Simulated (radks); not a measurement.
Charge is removed step by step from the 3p down level of the copper ion Cu3+, starting from [Ne] 3s2 3p(up 3, down 3) 3d8. Method: scalar-relativistic Kohn-Sham, PBE, spin-polarised, spherical densities, finite nucleus; open shells are filled with parallel spins first; Fermi nuclear charge, rms radius 3.8823 fm; computed with a radial shooting solver on a logarithmic mesh with Libxc functionals.

removed (e)  E - E(0) (eV)  eigenvalue (eV)  E minus straight line (eV)
0                    0.000          -116.47                       0.000
0.1                 11.752          -118.65                      -1.010
0.2                 23.723          -120.85                      -1.802
0.3                 35.916          -123.08                      -2.371
0.4                 48.332          -125.32                      -2.718
0.5                 60.974          -127.58                      -2.839
0.6                 73.842          -129.86                      -2.733
0.7                 86.940          -132.16                      -2.397
0.8                 100.27          -134.48                      -1.831
0.9                 113.83          -136.82                      -1.033
1                   127.63          -139.17                       0.000

Removing the whole electron costs 127.63 eV by Delta-SCF, against 116.47 eV from minus the eigenvalue at the starting occupation. Slater's transition state (half an electron removed) gives 127.58 eV. Integrating minus the eigenvalue over the occupation (Janak's theorem) gives 127.66 eV. In this scalar-relativistic scheme the density is built from large components alone, so the theorem holds only approximately. The mean slope of the eigenvalue, de/dn, is 22.7 eV per electron.
